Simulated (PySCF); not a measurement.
C₃H₆Cl, charge -1, singlet, at a GFN2-xTB geometry. Base run: CCSD/3-21G run with PySCF.

Input for PySCF:
```python
from pyscf import gto, scf, cc

mol = gto.M(
    atom='''
C     0.878742   -0.577462    0.011782
C     2.361287   -0.210903    0.018924
C     0.052607    0.709878    0.084698
H     0.663317   -1.194155    0.896615
H     0.684162   -1.220681   -0.873795
H     2.995668   -1.101675    0.039681
Cl   -1.731620    0.119089    0.008980
H     2.611738    0.368780   -0.870239
H     2.586503    0.400820    0.891583
H     0.140340    1.193323   -0.928931
''',
    basis='3-21g',
    charge=-1,
    spin=0,
    verbose=4,
)

mf = scf.RHF(mol)
mf.kernel()

mycc = cc.CCSD(mf)
mycc.kernel()
print('E(CCSD) = %.10f' % mycc.e_tot)
mf.analyze()
```

Each row names what was changed in the base input (with any setting that the change needs).

```tsv
change	ΔE vs base (kcal/mol)	MP2 correlation (Eh)	CC correlation without the perturbative part (Eh)	basis functions
base	0.000	-0.32134	-0.36361	52
cc.diis_space = 10	0.000	-0.32134	-0.36361	52
frozen = 7	4.97	-0.31264	-0.35569	52
method = cisd	26.11	-	-	52
cc.direct = True	0.000	-0.32134	-0.36361	52
cart = on	0.000	-0.32134	-0.36361	52
cc.conv_tol = 1e-5	0.000	-0.32134	-0.36361	52
cc.diis_space = 3	0.000	-0.32134	-0.36361	52
frozen = 8	5.28	-0.31206	-0.35520	52
cc.conv_tol = 1e-9	0.000	-0.32134	-0.36361	52
```
